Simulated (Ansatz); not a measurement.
A set of 12 reactions (bond dissociation), with CCSD(T)/CBS values in kJ/mol:

```
                                              reaction     ΔE
                    `COB(C)F` → `[CH3]`• + `CB([O])F`•  402.9
                      `C[SiH](N)Cl` → Cl• + `C[SiH]N`•  498.7
          `N[SiH]([SiH3])Cl` → H• + `N[Si]([SiH3])Cl`•  398.5
        `[CH3][SnH2][C]#N` → `[CH3]`• + `N#[C][SnH2]`•  323.8
      `CN([SiH3])[SiH2]Cl` → Cl• + `CN([SiH2])[SiH3]`•  487.6
                   `N[SiH](O)O` → H• + `N[SiH]([O])O`•  534.0
                           `BNC` → `[CH3]`• + `B[NH]`•  429.9
                       `COBCN` → `[BH]OC`• + `[CH2]N`•  407.8
      `F[Si](F)(Cl)O[SiH3]` → Cl• + `F[Si](F)O[SiH3]`•  507.1
        `N[SiH2][O][GeH3]` → `[GeH3]`• + `N[SiH2][O]`•  466.9
`O[SiH2][O][GeH2][OH]` → `[O][GeH2][OH]`• + `O[SiH2]`•  588.0
          `[CH3][GeH2][SH]` → `[CH3]`• + `[SH][GeH2]`•  351.8
```

Computed with Ansatz on PBE0-D4/def2-TZVP structures; ΔE is electronic, products minus reactants. CCSD(T)/CBS is the MP2 limit (def2-TZVPP, def2-QZVPP) plus CCSD(T) − MP2 in def2-TZVPP, frozen cores. Small cases extrapolate CCSD(T) itself. DFT in def2-TZVPP. B3LYP here is the variant with VWN-RPA as its local correlation; programs differ in this. Open shells (•) are unrestricted, without spin–orbit coupling. Spin–orbit coupling would lower the free atoms: a little for Cl. def2 core potentials past Kr. For Ge, Sn outer-core shells are correlated without core-valence functions, so the limit isn't a true one: a few kJ/mol of doubt a bond, and 10 to 20 or more in all where bonds break to atoms. Scalar relativity is left out up to krypton. One conformer a species, not always the lowest.

Task: Give the mean, mean absolute and largest difference (level minus CCSD(T)/CBS, kJ/mol) for: PBE-D4, B3LYP-D4, ωB97X-V, r2SCAN, PBE0, B3LYP, HF/def2-TZVPP, MP2/def2-TZVPP, SCS-MP2/def2-TZVPP, CCSD(T)/def2-TZVPP, MP2/def2-QZVPP, SCS-MP2/def2-QZVPP, HF/CBS(def2), CCSD/CBS(def2). (Best estimate.)

Result: The calculation gave: 
| level | mean | mean absolute | largest |
| --- | --- | --- | --- |
| PBE-D4 | -25.1 | 25.1 | -47.8 |
| B3LYP-D4 | -28.2 | 28.2 | -38.6 |
| ωB97X-V | -6.9 | 6.9 | -19.2 |
| r2SCAN | -34.4 | 34.4 | -47.7 |
| PBE0 | -26.8 | 26.8 | -47.0 |
| B3LYP | -37.4 | 37.4 | -52.5 |
| HF/def2-TZVPP | -126.3 | 126.3 | -165.7 |
| MP2/def2-TZVPP | 10.0 | 12.2 | 25.6 |
| SCS-MP2/def2-TZVPP | 2.7 | 6.6 | 18.2 |
| CCSD(T)/def2-TZVPP | -12.4 | 12.4 | -18.5 |
| MP2/def2-QZVPP | 17.3 | 18.9 | 32.4 |
| SCS-MP2/def2-QZVPP | 10.7 | 10.7 | 24.1 |
| HF/CBS(def2) | -126.3 | 126.3 | -165.6 |
| CCSD/CBS(def2) | -8.1 | 8.2 | -12.1 |

The largest T1 diagnostic in the set is 0.030, for `B[NH]`• (customary mark 0.045).

CCSD(T)/CBS is a level of theory with its own doubt, and the functionals carry their triple-zeta basis error, so these figures describe this set and don't rank the functionals.
